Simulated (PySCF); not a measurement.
5,5-difluorocyclopenta-1,3-diene (C₅H₄F₂), SMILES C1(C=CC=C1)(F)F.

Geometry optimised at PBE-D3(BJ)/def2-SVP. One conformer was computed; it need not be the lowest.

Level of theory: TDA-PBE/def2-SVPD in PySCF.

Vertical excitations. Isolated molecule, no solvent. State labels are in the subgroup C2v.

Q: List the lowest excited states. (Estimate from the structure and the level; the computed values follow.)

A: 
```
state  symmetry  energy (eV)  λ (nm)      f                          main pairs
-----  --------  -----------  ------  -----  ----------------------------------
S1           B2         4.23     293  0.056                      HOMO→LUMO 93 %
S2           A2         5.08     244  0.000                   HOMO−1→LUMO 100 %
S3           A1         5.94     209  0.013  HOMO−2→LUMO 60 %, HOMO→LUMO+1 40 %
S4           A2         6.34     195  0.000                   HOMO→LUMO+2 100 %
S5           B1         6.52     190  0.000                    HOMO−3→LUMO 97 %
S6           A1         6.70     185  0.016                    HOMO−4→LUMO 90 %
S7           A2         6.92     179  0.000                   HOMO→LUMO+3 100 %
S8           B1         6.99     177  0.025                   HOMO→LUMO+4 100 %
S9           B2         7.16     173  0.014                    HOMO−6→LUMO 98 %
S10          B1         7.27     170  0.014                    HOMO−5→LUMO 95 %
T1           B2         2.36     525      0                      HOMO→LUMO 99 %
T2           A1         4.76     260      0  HOMO−2→LUMO 68 %, HOMO→LUMO+1 29 %
T3           A2         4.78     259      0                   HOMO−1→LUMO 100 %
T4           A1         5.85     212      0  HOMO→LUMO+1 67 %, HOMO−2→LUMO 31 %
```
Triplets are in the Tamm–Dancoff approximation.
